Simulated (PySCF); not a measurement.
A calculated (LDA, PySCF 2.14, x2c-SVPall, scalar relativity by spin-free X2C-1e) atom or ion has these occupied shells.

| shell | electrons | orbital energy (eV) | rms radius, mean of both spins (bohr) |
| --- | --- | --- | --- |
| 1s α | 1 | -178.09 | 0.386 |
| 1s β | 1 | -177.77 | 0.386 |
| 2s α | 1 | -9.462 | 2.19 |
| 2s β | 1 | -8.434 | 2.19 |
| 2p α | 1 | -4.055 | 2.42 |

Task: Name the element and its charge.

Result: B (boron, neutral), in [He] 2s2 2p1, 2P determinant.
